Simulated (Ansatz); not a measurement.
Diatomic CdSb, multiplicity 4 (lowest of 2S+1 = 2, 4 at CCSD(T)/def2-TZVPP on PBE0 minima; our sources give no spin for the ground state, which may be another). No spin–orbit coupling.

Seven points along R, fitted to fifth degree in 1/R; most abundant isotopes. In def2 and cc sets the state is the lowest found near the PBE0 minimum, followed along R.

The values were computed with Ansatz (an electronic-structure program). Each number belongs to the level named beside it. In def2 rows elements past Kr take small-core potentials, without spin–orbit coupling.

| level | r_e (Å) | ω_e (cm⁻¹) | ω_e x_e (cm⁻¹) | dipole (D) |
|---|---|---|---|---|
| SVWN5/def2-TZVPP | 2.883 | 110 | 0.68 | 0.22 |
| PBE/def2-TZVPP | 3.040 | (withheld) | 0.79 | 0.37 |
| r2SCAN/def2-TZVPP | 2.952 | 99 | 0.83 | 0.48 |
| B97M-V/def2-TZVPP | 3.169 | 63 | 0.88 | 0.32 |
| B3LYP/def2-TZVPP | 3.116 | 70 | 0.99 | 0.43 |
| BHLYP/def2-TZVPP | 3.082 | 70 | 1.4 | 0.54 |
| CAM-B3LYP/def2-TZVPP | 3.039 | 74 | 1.3 | 0.43 |
| wB97M-V/def2-TZVPP | (withheld) | (withheld) | 1.6 | 0.36 |

Q: What belongs in the gaps?

A: 
- wB97M-V/def2-TZVPP, r_e (Å): 3.027
- wB97M-V/def2-TZVPP, ω_e (cm⁻¹): 72
- PBE/def2-TZVPP, ω_e (cm⁻¹): 84
